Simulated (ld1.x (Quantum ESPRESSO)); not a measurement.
**V, RRKJ: configuration errors across variants**

ld1.x (Quantum ESPRESSO) 7.5 input, shortened:

```
&input
   title='V', zed=23., rel=1, dft='PZ', iswitch=3,
   config='[Ar] 3d3 4s1.5 4p0 4f-2'
 /
 &inputp
   pseudotype=2, tm=.false., lloc=1,
   nlcc=.false.
 /
4
3S  1  0   2.00   0.00  1.40  1.40  0.0
3D  3  2   3.00   0.00  1.80  1.80  0.0
4F  4  3  -2.00   0.40  1.70  1.70  0.0
3P  2  1   6.00   0.00  1.00  1.00  0.0
 &test
   configts(1)='3s2 3p6 3d3 4s1.5 4p0'
 /
```

Occupied shells without a wave of their own: 4s. They enter only through the test configuration that unscreens the potential.

All-electron excitation energies from the reference (eV): (1) 3s2 3p6 3d3 4s2 4p0 -3.180; (2) 3s2 3p6 3d3 4s1 4p0 4.761; (3) 3s2 3p6 3d3 4s0 4p0 19.306; (4) 3s2 3p6 3d3.5 4s1.5 4p0 -3.152; (5) 3s2 3p5 3d3 4s2 4p0 47.705; (6) 3s2 3p6 3d3 4s0 4p1 8.938; (7) 3s2 3p6 3d3 4s0 4p2 3.820; (8) 3s2 3p6 3d3 4s1.5 4p0 spin -1.891; (9) 3s2 3p6 3d3 4s2 4p0 spin -4.808.

Spin tests fill each open shell by Hund’s rule, majority spin first.

For the base: The 4s level has no wave, so the channel is fitted at the deeper level alone: the likely source of the large errors.

2 further variants failed, have other tests or another functional or relativity, and are left out.

The file “type TM; local potential the s channel” misses its own reference levels by 0.5 eV.

Errors AE − PS in meV (a dash: test not solved or not reliable):

| change | (1) | (2) | (3) | (4) | (5) | (6) | (7) | (8) | (9) | bound ghosts |
| --- | --- | --- | --- | --- | --- | --- | --- | --- | --- | --- |
| base | +77 | -101 | -394 | +5.5 | +49 | -310 | -248 | +168 | +236 | none |
| type TM; local potential the s channel | +222 | -292 | -1138 | +6.3 | +435 | -810 | -606 | +170 | +362 | none |
| wave 3p (bound): rc 1.00 bohr becomes 3p (bound): rc 1.28 bohr | +88 | -116 | -454 | +5.7 | +73 | -344 | -269 | +172 | +250 | none |
| all radii scaled by about 0.84 (s 1.18, p 0.84, d 1.52, f 1.44 bohr) | +20 | -27 | -103 | +1.4 | -8.7 | -73 | -54 | +157 | +168 | none |

Give the same row for: wave 3d (bound): rc 1.80 bohr becomes 3d (bound): rc 2.68 bohr.

+77, -102, -414, +41, -336, -318, -253, +329, +376; bound ghosts: none.
